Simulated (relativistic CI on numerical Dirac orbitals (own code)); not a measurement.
Transition arrays of Se¹¹⁺

Method of calculation: Dirac-Coulomb-Breit CI, separate exchange-only KLI orbitals for each configuration, model QED (radiative potential, 1s self-energy scaled to tabulated hydrogen-like ionisation energies), valence Slater integrals scaled by 0.9, whole transition arrays (own radial code, finite nucleus).

CI space (outside the closed core [Ne] 3s2): 3p6 3d5, 3p6 3d4 4f, 3p5 3d6, 3p6 3d4 4p, 3p6 3d4 5f. Levels of other configurations are missing.

All E1 lines from the levels of 3p6 3d5; mean and standard deviation are weighted by gf, and upper levels are sorted by their leading configuration.

| Upper configuration | Lines | Σgf | Mean (eV) | Mean (nm) | σ (eV) | Strongest line (nm) |
| --- | --- | --- | --- | --- | --- | --- |
| 3p6 3d4 4f | 5470 | 625.4 | 213.27 | 5.813 | 3.71 | 5.769 |
| 3p5 3d6 | 3245 | 344.8 | 117.40 | 10.561 | 8.53 | 9.620 |
| 3p6 3d4 4p | 3245 | 57.5 | 149.84 | 8.274 | 3.66 | 8.258 |
| 3p6 3d4 5f | 5470 | 333.3 | 257.96 | 4.806 | 4.09 | 4.772 |

Σgf per state of the lower configuration in bins of 0.2 nm over the central range (centre: value): 4.7: 0.70, 4.9: 0.60, 5.1: 0.02, 5.5: 0.02, 5.7: 1.24, 5.9: 1.08, 6.1: 0.14, 8.1: 0.07, 8.3: 0.09, 8.5: 0.04, 8.7: 0.01, 9.7: 0.19, 9.9: 0.19, 10.1: 0.14, 10.3: 0.09, 10.5: 0.14, 10.7: 0.08, 10.9: 0.13, 11.1: 0.06, 11.3: 0.08, 11.5: 0.07, 11.7: 0.05.

(1) How do configuration mixing and the scaling of the Slater integrals move the arrays?

Results:

(1) Slater scale 0.9, no configuration mixing: 3p6 3d4 4f 213.2 ± 3.7 eV (Σgf 612.0), 3p5 3d6 117.8 ± 8.7 eV (Σgf 382.9), 3p6 3d4 4p 150.1 ± 3.5 eV (Σgf 71.5), 3p6 3d4 5f 257.8 ± 4.1 eV (Σgf 243.6); Slater scale 1: 3p6 3d4 4f 213.7 ± 4.1 eV (Σgf 632.6), 3p5 3d6 118.7 ± 9.3 eV (Σgf 343.7), 3p6 3d4 4p 149.8 ± 4.1 eV (Σgf 55.8), 3p6 3d4 5f 258.1 ± 4.5 eV (Σgf 338.6); Slater scale 0.8: 3p6 3d4 4f 212.9 ± 3.3 eV (Σgf 618.2), 3p5 3d6 116.1 ± 7.7 eV (Σgf 345.6), 3p6 3d4 4p 149.8 ± 3.2 eV (Σgf 59.2), 3p6 3d4 5f 257.8 ± 3.6 eV (Σgf 328.2). With mixing, levels are counted to their leading configuration, so an array can shrink or vanish into another, and the sums then hold other lines.
